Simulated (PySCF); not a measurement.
C₆H₁₃FOSi₂.
Geometry (GFN2-xTB, Å), atoms numbered from 1 in this order:
```
atom  x, y, z in Å
C1     3.5299   -0.2275   -0.7252
Si2    2.3389    0.1942    0.6797
C3     0.5781    0.3916   -0.0678
O4     0.3860    0.3395   -1.2680
C5    -0.5954    0.5618    0.8486
C6    -1.2057   -0.8410    1.0382
C7    -1.7124   -1.3469   -0.3141
Si8   -2.2824    0.2194   -1.2495
C9    -1.6345    1.4048    0.1171
F10   -2.6535    1.7415    0.9976
H11    4.5490   -0.3311   -0.3639
H12    3.5215    0.5490   -1.4857
H13    3.2523   -1.1590   -1.2121
H14    2.6529    1.4702    1.3316
H15    2.2663   -0.8636    1.6941
H16   -0.2960    0.9899    1.8092
H17   -0.4727   -1.5191    1.4818
H18   -2.0427   -0.7404    1.7316
H19   -0.9179   -1.8630   -0.8511
H20   -2.5143   -2.0684   -0.1691
H21   -1.7952    0.4622   -2.5961
H22   -3.7494    0.3080   -1.2015
H23   -1.2075    2.3547   -0.2155
```

Definitions: NICS(0) = −σiso at the ring centroid; NICS(1) = −σiso and NICS(1)zz = −σzz at ±1 Å along the ring normal z. Level: GIAO PBE0/pcSseg-1 (PySCF, non-relativistic, gas phase) on the GFN2-xTB geometry, one conformer.

Ring bond lengths (Å), with Mayer bond orders in brackets: C5–C6 1.541 (0.97), C6–C7 1.530 (1.02), C7–Si8 1.911 (0.91), Si8–C9 1.922 (0.84), C9–C5 1.525 (0.98).

**Question.** Give the NICS values of each ring in ppm.

**Answer.** 
```tsv
ring	type	NICS(0)	NICS(1), two faces	NICS(1)zz, two faces	rms pucker (Å)	centre to ring atoms, mean (Å)
C5–C6–C7–Si8–C9	5-membered ring with Si; formal bonds all single	-4.4	-3.2 / -3.6	-2.9 / -10.1	0.20	1.40
```

**Question.** What can be read from them?

**Answer.** 
- C5–C6–C7–Si8–C9: mean NICS(1)zz -6.5 ppm, shielded. C5, C6, C7, Si8, C9 have four or more neighbours, so the value isn't read as a sign of a π ring current. The two faces differ by 7.2 ppm, so no symmetry operation interchanges them.

**Question.** At the first NICS(1) probe listed for ring C5–C6–C7–Si8–C9, 1 Å off the ring, how large is the induced field along the normal in 9.4 T applied along it?

**Answer.** NICSzz × B0 = -2.9 ppm × 9.4 T = -27 μT, against the applied field.

**Question.** List the ring angles and the Hirshfeld charges of the ring atoms.

**Answer.** 
- C5–C6–C7–Si8–C9: C5 107.0° (-0.056 e), C6 108.9° (-0.065 e), C7 105.1° (-0.166 e), Si8 93.3° (+0.312 e), C9 103.3° (-0.030 e); sum 517.5° against 540° for a flat convex ring.

On one thread, Arm Neoverse N1 (aarch64), no GPU, shared host with 64 logical CPUs at a one-minute load of 62, this took 2.5 min of wall time (grids of density and orbitals included) and 1.2 GiB of memory at its peak. This is the whole shielding run at PBE0/pcSseg-1, SCF included.
